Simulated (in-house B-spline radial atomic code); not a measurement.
# Ionising the zinc ion Zn⁶⁺ with different functionals

Computed with a B-spline radial code for spherical atoms: scalar-relativistic (spin-free X2C) Hamiltonian, Fermi nucleus of rms radius 3.9283 fm, spin-polarised at highest spin, spherical fractional occupations for the functionals, and exact exchange of hybrids averaged over the configuration. The ionisation energy is the difference of two self-consistent energies, [Ar] 3d6 → [Ar] 3d5, without Breit or QED terms; ε is the level of the shell that loses the electron (its least bound occupied spin orbital).

```csv
method,rung,ΔSCF (eV),-ε(3d) (eV)
PBE0,global hybrid,135.57,125.93
B3LYP,global hybrid,135.85,125.35
TPSSh,global hybrid,135.37,123.33
BHandHLYP,global hybrid,135.33,129.77
r2SCAN0,global hybrid,134.64,125.25
B97-1,global hybrid,135.66,125.35
HSE06,range-separated hybrid,135.56,125.49
wB97X,range-separated hybrid,135.39,127.96
CAM-B3LYP,range-separated hybrid,135.78,127.36
LC-wPBE,range-separated hybrid,135.85,127.86
```

(1) Among the functionals, which spreads more, the ΔSCF values or the orbital energies?

(2) How do they compare with the NIST value?

## Answers

(1) The orbital energies: ΔSCF values span about 1.22 eV and the orbital energies 6.44 eV; here energy differences depend much less on the functional than eigenvalues do.

(2) NIST lists 134 eV ± 1.2 (semi-empirical, ground level to ground level). Errors run from +0.74 to +1.95 eV; all lie within about twice that uncertainty, so the table can't rank the methods.
